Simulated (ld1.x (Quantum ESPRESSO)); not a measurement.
# helium, TM: configuration errors across variants

He (Z = 2), norm-conserving Troullier–Martins (Kleinman–Bylander form), made with ld1.x (Quantum ESPRESSO) 7.5 (LDA (PZ), scalar-relativistic). Core none, reference 1s2. Waves: 1s (bound): rc 0.70 bohr; 2p channel at 0.05 Ry: rc 0.65 bohr. Local part: all-electron potential smoothed inside 0.70 bohr (lloc = -1). Core correction: none.

All-electron excitation energies from the reference (eV): (1) 1s1 26.485; (2) 1s1.5 10.375; (3) 1s1 spin 24.284; (4) 1s1.5 spin 10.024.

Spin tests fill each open shell by Hund’s rule, majority spin first.

2 further variants failed, have other tests or another functional or relativity, and are left out.

Errors AE − PS in meV (a dash: test not solved or not reliable):

| change | (1) | (2) | (3) | (4) | bound ghosts |
| --- | --- | --- | --- | --- | --- |
| base | +11 | +1.4 | -6.8 | -1.1 | none |
| all radii scaled by about 1.17 (s 0.82, p 0.76 bohr); local potential all-electron potential smoothed inside 0.82 bohr (lloc = -1) | +24 | +3.4 | -9.5 | -1.4 | none |
| wave 2p channel at 0.05 Ry: rc 0.65 bohr becomes 2p channel at 0.05 Ry: rc 0.62 bohr | +11 | +1.4 | -6.8 | -1.1 | none |
| wave 1s (bound): rc 0.70 bohr becomes 1s (bound): rc 0.78 bohr | +20 | +2.8 | -8.0 | -1.2 | none |
| wave 2p channel at 0.05 Ry: rc 0.65 bohr becomes 2p channel at 0.79 Ry: rc 0.65 bohr | +11 | +1.4 | -6.8 | -1.1 | none |
| local potential all-electron potential smoothed inside 0.44 bohr (lloc = -1) | +11 | +1.6 | -6.0 | -1.0 | none |

(1) Give the same row for: type PAW; waves now 1s (bound): rcut 0.60, rcutus 0.70 bohr; 1s channel at 1.2 Ry: rcut 0.60, rcutus 0.70 bohr; 2p channel at 0.05 Ry: rcut 0.55, rcutus 0.65 bohr; 2p channel at 2.15 Ry: rcut 0.55, rcutus 0.65 bohr; local potential all-electron potential smoothed inside 0.50 bohr (lloc = -1); augmentation PSQ, radius 0.40 bohr.

Results:

(1) -0.3, -0.1, -0.5, -0.2; bound ghosts: none.
